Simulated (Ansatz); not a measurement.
FH$_{5}$InNSi (`N[SiH2][InH][F]`) from Hartree–Fock to CCSD(T)

Cartesian coordinates in Å:
```
N 0.458 0.815 -1.189
Si -0.180 -0.708 -0.747
In -0.519 -0.311 1.752
F 0.490 1.398 1.900
H 0.806 1.426 -0.466
H 0.816 1.034 -2.103
H -1.449 -1.024 -1.460
H 0.715 -1.885 -0.973
H -1.138 -0.745 3.287
```

The species carries charge 0 and has multiplicity 1. Correlated methods include outer-core shells of In, which these sets cover unevenly. In takes the def2 core potential. The structure was optimised at the PBE0-D4/def2-TZVP level. It is one conformer, not always the lowest. Frozen core, restricted reference, the Gaussian-basis code of Ansatz.

```csv
basis,HF (Eh),MP2 corr.
def2-SVP,-634.76246,-0.54487
def2-TZVPP,-635.07415,-0.88219
def2-QZVPP,-635.09265,-1.12171
```

(1) Estimate the CCSD correlation energy and the (T) correction in each basis where they were run (hartree).

Answers

(1) 
```
     basis  CCSD corr.       (T)
  def2-SVP    -0.58620  -0.01350
def2-TZVPP    -0.90550  -0.02917
```
